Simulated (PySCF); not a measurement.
A structure optimised at PBE0-D3(BJ)/def2-SVP, used in a PySCF frequency run:

```
Al
O 1 1.6982
H 2 0.9588 1 126.32
C 1 1.9335 2 120.25 3 180.00
H 4 1.1006 1 110.98 2 0.00
H 4 1.1019 5 108.54 1 -122.06
H 4 1.1019 5 108.54 6 -115.89
I 1 2.4859 2 118.41 3 0.00
```
Charge 0, spin multiplicity 1.

Q: Write its SMILES, formula and point group.

A: [CH3][Al]([OH])[I], CH₄AlIO, Cs

Q: What are its rotational constants (standard atomic weights)?

A: 5.7457, 1.3549, 1.1039 GHz
